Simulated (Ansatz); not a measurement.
C3H12GaNOSi (`CNCCO[SiH2][GaH2]`), 19 atoms. The species carries charge 0 and has multiplicity 1. Correlated methods include outer-core shells of Ga, which these sets cover unevenly. Scalar relativity is left out up to krypton. Hardware: A = 2 threads of an AMD EPYC 7R13 on a shared host; B = 2 threads of an AMD EPYC 7R13 on a shared host and a share of an NVIDIA H100 80 GB. Correlated methods freeze the cores.

Problem. Give the basis size and wall time and peak host memory of each of these runs in Ansatz. RKS B2PLYP (frozen core)/def2-TZVPP energy [B]; RKS PBE0-D4/def2-SVP energy [A]; RKS ωB97M-V/def2-TZVPP energy and forces [B]; RKS CAM-B3LYP-D4/def2-TZVPP energy [B]; RHF-MP2/def2-QZVPP energy [B]; direct RPA on PBE orbitals/def2-TZVPP energy [B]; RKS ωB97M-V/def2-SVP energy [A]; RHF-MP2/def2-TZVPP energy [B]; RKS PBE0-D4/def2-QZVPP energy [B]; RKS ωB97M-V/def2-QZVPP energy [B]; RKS PBE0-D4/def2-TZVP relaxation (12 steps) [B]; RHF-CCSD(T)/def2-SVP energy [B]. (Estimate.)

Solution. Computed: Other jobs shared the machine, so times are rough.

```csv
level,job,functions,wall time,peak host memory (GiB)
RKS PBE0-D4/def2-SVP,energy [A],180,7.5 s,0.81
RKS PBE0-D4/def2-QZVPP,energy [B],804,12 s,1.4
RKS ωB97M-V/def2-QZVPP,energy [B],804,12 s,1.5
direct RPA on PBE orbitals/def2-TZVPP,energy [B],413,13 s,2
RKS B2PLYP (frozen core)/def2-TZVPP,energy [B],413,17 s,2
RHF-MP2/def2-QZVPP,energy [B],804,21 s,1.5
RHF-CCSD(T)/def2-SVP,energy [B],180,21 s,0.96
RKS CAM-B3LYP-D4/def2-TZVPP,energy [B],413,21 s,2.7
RHF-MP2/def2-TZVPP,energy [B],413,22 s,0.9
RKS ωB97M-V/def2-SVP,energy [A],180,22 s,1
RKS ωB97M-V/def2-TZVPP,energy and forces [B],413,27 s,1.7
RKS PBE0-D4/def2-TZVP,relaxation (12 steps) [B],312,59 s,1
```
